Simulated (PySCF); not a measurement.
**Simulated characterisation data**

Theoretical values (PySCF 2.14): σ from GIAO-PBE0/pcSseg-1, J: B3LYP/pcJ-1 (spin–dipole term left out of most H,H and C,H couplings), geometry: GFN2-xTB. Non-relativistic Hamiltonian, rapidly exchanging positions averaged, in vacuum, single conformer.

References, each an isolated molecule treated in the same way: TMS for 1H (31.72 ppm) and 13C (186.93 ppm). Multiplet labels drop J under 1 Hz and among equivalent protons, and merge close values. Unscaled 3J(H,H) run several per cent high. Splittings of carbon signals by F and P are missing where no couplings were computed. Where no couplings were computed, multiplicities follow the n + 1 count of equivalent neighbours, and m marks all less simple cases (inequivalent or close neighbours, rings, F or P nearby). Vicinal couplings that depend on rotamer populations or ring flexing (ring, CH–CH, X–H and H–F types) are those of the one conformer. One-bond C–F couplings are unscaled and too large by tens of Hz. Shifts are as computed. Against solution values, carbons near 30 ppm lie about +3 ppm off and those near 130 ppm about +5 ppm. Of 1211 compounds with measured shifts, 218 miss one by over three times the rms of a fit or turn the order of signals round; such compounds aren't used in these exercises.

Compound 1 (C5H3FO). 1H NMR (400 MHz, computed): δ 5.95 (ddd, J = 55.1, 11.0, 3.1 Hz, 1H), 3.78 (dd, J = 11.0, 2.5 Hz, 1H), 2.34 (dd, J = 4.6, 3.1 Hz, 1H). 13C{1H} NMR (computed): δ 201.2 (C, d, J = 4.7 Hz), 85.6 (C, d, J = 32.0 Hz), 85.2 (CH, d, J = 5.3 Hz), 81.0 (CH, d, J = 240.5 Hz), 28.2 (CH, d, J = 31.8 Hz). Structure: `C#C[C@H](F)C=C=O`.

Compound 2 (C4H5F3). 1H NMR (400 MHz, computed): δ 5.87 (m, 1H), 4.77 (m, 1H), 1.34 (m, 1H), 1.05 (m, 1H), 0.88 (m, 1H). 13C{1H} NMR (computed): δ 122.2, 73.4, 23.3, 10.3. Structure: SMILES C(F)(F)[C@@H]1C[C@@H]1F.
